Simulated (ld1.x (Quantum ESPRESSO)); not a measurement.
## u(r) = r·R(r): atom against pseudo-atom (neon (Ne))

Columns: radius, all-electron u(r) and pseudo u(r) of the 2s shell (level -36.11 eV) of neon in the configuration [He] 2s2 2p6; LDA (PZ), scalar-relativistic, PAW scheme, ld1.x (Quantum ESPRESSO) 7.5.

```csv
r (bohr),all-electron,pseudo
0.070,0.4747,-0.1352
0.140,0.3537,-0.2737
0.210,0.0414,-0.4170
0.280,-0.2904,-0.5631
0.350,-0.5740,-0.7064
0.420,-0.7894,-0.8381
0.490,-0.9375,-0.9484
0.560,-1.0274,-1.0280
0.630,-1.0708,-1.0708
0.700,-1.0788,-1.0788
0.770,-1.0610,-1.0610
0.840,-1.0251,-1.0251
0.910,-0.9773,-0.9773
0.980,-0.9222,-0.9222
1.050,-0.8631,-0.8631
1.120,-0.8026,-0.8026
1.190,-0.7424,-0.7424
1.260,-0.6837,-0.6837
1.330,-0.6274,-0.6274
1.400,-0.5741,-0.5741
1.470,-0.5239,-0.5239
1.540,-0.4771,-0.4771
1.610,-0.4337,-0.4337
1.680,-0.3936,-0.3936
1.750,-0.3566,-0.3566
1.820,-0.3228,-0.3228
```

Q: How many radial nodes do the two functions have?

A: The all-electron 2s function has n − l − 1 = 1; the pseudo-wave has 0, since the states of the same l below it are removed with the core.

Q: At about which radius was the pseudo-wave matched?

A: 0.60 bohr, where the columns begin to agree (steps of 0.07 bohr).

Q: Where does each function peak?

A: Outermost all-electron maximum near 0.70 bohr, pseudo maximum near 0.70 bohr (to the table’s step).

Q: Is the pseudo-wave norm-conserving?

A: No, it belongs to a PAW set: the norm inside the radius is not constrained, and the difference is carried by the augmentation charge.
